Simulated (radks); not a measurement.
Cd VI, 43 electrons, occupied as [Kr] 4d7 (the NIST ground configuration). All-electron calculation, Dirac Kohn-Sham, PBE, spin-unpolarised, spherical densities, finite nucleus; open shells fill j = l - 1/2 first; Fermi nuclear charge, rms radius 4.6087 fm. Program: a radial shooting solver on a logarithmic mesh with Libxc functionals.

Spin-orbit splittings of the eigenvalues, e(l+1/2) - e(l-1/2), with zeta = 2 splitting/(2l+1) and mean radii in bohr:

2p: occ. 6; splitting (eV) 192.5; zeta (eV) 128.3; <r> j=l-1/2 0.1112; <r> j=l+1/2 0.1164
3p: occ. 6; splitting (eV) 34.41; zeta (eV) 22.94; <r> j=l-1/2 0.3493; <r> j=l+1/2 0.3602
3d: occ. 10; splitting (eV) 6.997; zeta (eV) 2.799; <r> j=l-1/2 0.3324; <r> j=l+1/2 0.3359
4p: occ. 6; splitting (eV) 6.152; zeta (eV) 4.101; <r> j=l-1/2 0.9153; <r> j=l+1/2 0.9421
4d: occ. 7; splitting (eV) 0.8896; zeta (eV) 0.3558; <r> j=l-1/2 1.108; <r> j=l+1/2 1.118
